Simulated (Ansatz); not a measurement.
Species: N-[chloro(methylamino)boranyl]methanamine, C$_{2}$H$_{8}$BClN$_{2}$, net charge 0, singlet state. 
Coordinates optimised at B3LYP-D3(BJ)/def2-TZVP (Ansatz, an electronic-structure program):
```xyz
14

C      2.2389     0.2418     0.8321
N      0.7985     0.4116     0.8630
B     -0.1565    -0.0256    -0.0723
Cl     0.3668    -0.9593    -1.5228
N     -1.5352     0.2327     0.0587
C     -2.1530     0.9483     1.1583
H      2.5179    -0.3145    -0.0591
H      2.5952    -0.3141     1.7041
H      2.7564     1.2053     0.8062
H      0.4642     0.9129     1.6703
H     -2.1650    -0.1548    -0.6205
H     -2.1368     0.3760     2.0930
H     -3.1930     1.1716     0.9238
H     -1.6506     1.9035     1.3375
```

Property: atomisation energy (electronic, to ground-state atoms); the coupled-cluster value holds the core correlation from cc-pwCVTZ, in eV. Correlated levels leave the core frozen unless marked. UHF or UKS for open shells. No spin-orbit coupling. No relativistic terms. Basis-set limits of correlation are two-point, X^-3; Hartree-Fock from the larger set.

Level to compare with: CCSD(T)/CBS(cc-pV(T+d)Z,cc-pV(Q+d)Z) plus the core term (Ansatz), 56.16 eV. It is a level with limits of its own, and the differences hold the functionals' basis error too.

**Question.** Rank these functionals by how close they come to CCSD(T)/CBS(cc-pV(T+d)Z,cc-pV(Q+d)Z), closest first: wB97X-V/def2-TZVPD (Ansatz); BHLYP/def2-TZVPD (Ansatz); r2SCAN0/def2-TZVPD (Ansatz).

**Answer.** wB97X-V/def2-TZVPD (range-separated hybrid with VV10, 56.24 eV, difference 0.08), r2SCAN0/def2-TZVPD (hybrid meta-GGA, 55.27 eV, difference -0.89), BHLYP/def2-TZVPD (global hybrid, 54.36 eV, difference -1.80)
